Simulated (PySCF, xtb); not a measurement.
Si(H)2(F)(OEt) (C2H7FOSi), SMILES CCO[SiH2]F. Other conformers were not sampled.

Harmonic wavenumbers (cm⁻¹) from GFN2-xTB (xtb) at its own minimum, in rising order: 28, 77, 153, 211, 264, 374, 558, 601, 736, 755, 772, 828, 833, 1016, 1097, 1141, 1172, 1264, 1344, 1400, 1475, 1483, 1493, 2326, 2432, 2899, 2923, 3046, 3047, 3051.

**Question.** What does PBE-D3(BJ)/def2-SVP run with PySCF 2.14.0 give at its own minimum? (The exact figures need the calculation; the answer reports its results.)

**Answer.** 32, 75, 178, 265, 278, 399, 668, 730, 743, 789, 840, 905, 938, 968, 1084, 1113, 1137, 1262, 1328, 1368, 1403, 1424, 1445, 2177, 2234, 2918, 2975, 2979, 3075, 3077. Paired by order, the mean absolute difference is 52 cm⁻¹ and the zero-point energies are 55.5 and 55.5 kcal/mol.
